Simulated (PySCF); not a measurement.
Atom-mapped SMILES (the numbers label the heavy atoms): `[CH3:1][C@@H:2]1[C@H:3]([F:4])[C@:5]12[CH2:6][CH2:7][CH2:8][O:9]2`. Each H is labelled by its parent atom. Ha(C6), Ha(C7), Ha(C8) are pro-R; Hb(C6), Hb(C7), Hb(C8) are pro-S.

Theoretical values (PySCF 2.14.0 with density-fitted response routines): GIAO PBE0/pcSseg-1 shieldings, geometry: GFN2-xTB. A single conformation, gas phase, rapidly exchanging positions averaged, non-relativistic Hamiltonian.

Shifts are taken against calculated references (same method and geometry level): TMS for $^{13}$C (σref 186.93) and $^{1}$H (σref 31.72); $^{19}$F (σref 170.95) vs CFCl3; $^{17}$O (σref 336.08) vs H2O.

```csv
atoms,nucleus,count,Hirshfeld charge,δ (ppm)
Hb(C8),$^{1}$H,1,0.03,3.94
C1,$^{13}$C,1,-0.12,8.9
Ha(C7),$^{1}$H,1,0.04,2.13
Hb(C6),$^{1}$H,1,0.04,?
C3,$^{13}$C,1,0.03,77.8
H(C2),$^{1}$H,1,0.05,1.19
F4,$^{19}$F,1,-0.10,-256.8
Ha(C8),$^{1}$H,1,0.05,4.26
C5,$^{13}$C,1,0.06,?
H(C1),$^{1}$H,3,0.04,1.11
C2,$^{13}$C,1,-0.06,?
H(C3),$^{1}$H,1,0.05,4.50
C7,$^{13}$C,1,-0.07,30.8
O9,$^{17}$O,1,-0.15,?
C6,$^{13}$C,1,-0.07,25.4
C8,$^{13}$C,1,0.00,?
Hb(C7),$^{1}$H,1,0.05,1.84
Ha(C6),$^{1}$H,1,0.04,?
```

Task: Complete the table.

Result: 
- C8: 72.9 ppm, sp3 CH2 bonded to O; the inductive effect lowers its shielding
- C5: 70.9 ppm, three-membered-ring carbon; the inductive effect lowers its shielding
- C2: 23.5 ppm, three-membered-ring carbon; carbons of three-membered rings are unusually shielded
- Hb(C6): 2.07 ppm, hydrogen on an sp3 CH2 in a ring
- Ha(C6): 1.90 ppm, hydrogen on an sp3 CH2 in a ring
- O9: 76.4 ppm, ether oxygen

Shifts are as computed. Against solution values, carbons near 30 ppm lie about +3 ppm off and those near 130 ppm about +5 ppm. Of 1309 compounds with measured shifts, 239 miss one by over three times the rms of a fit or turn the order of signals round; such compounds aren't used in these exercises. Unscaled 19F shifts against computed CFCl3 carry errors that often reach 10 to 50 ppm. Experimental scales use liquid or dissolved standards, which lie at an offset from isolated H2O (liquid H2O: subtract about 36 ppm).
